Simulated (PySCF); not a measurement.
C₃H₄BClO, SMILES O(C)B(Cl)C#C. Atoms are numbered in the order given.

```xyz
10

B     -0.1325    -0.1690     0.0000
C     -0.4114    -1.6718     0.0000
C     -0.6083    -2.8717     0.0000
H     -0.7851    -3.9325     0.0000
Cl     1.5569     0.3821     0.0000
O     -1.1535     0.6932     0.0000
C     -1.0758     2.0977     0.0000
H     -1.5922     2.4802    -0.8927
H     -1.5922     2.4802     0.8927
H     -0.0344     2.4513     0.0000
```
Charge 0, spin multiplicity 1.

The structure is a stationary point at PBE0-D3(BJ)/def2-SVP. This is a generated structure with no PubChem entry under its InChIKey; it may be hypothetical. One conformer was computed; it need not be the lowest.

The numbers are results of HF/def2-TZVP in PySCF, not measurements.

The molecule is in vacuum.

Estimate the frontier levels, gap, dipole moment and polarisability. (The exact figures need the calculation; the answer reports its results.)


```json
{
 "highest_occupied_level": "-10.99 eV",
 "lowest_empty_level": "2.45 eV",
 "orbital_gap": "13.44 eV",
 "dipole_moment": "1.07 D",
 "quadrupole, principal values (traceless, Buckingham form, about the centre of nuclear charge)": "-9.07, -4.33, 13.41 D·Å",
 "mean_static_polarisability": "58.9 bohr³ (8.72 Å³)",
 "polarisability_principal_values": "41.5, 54.7, 80.5 bohr³"
}
```
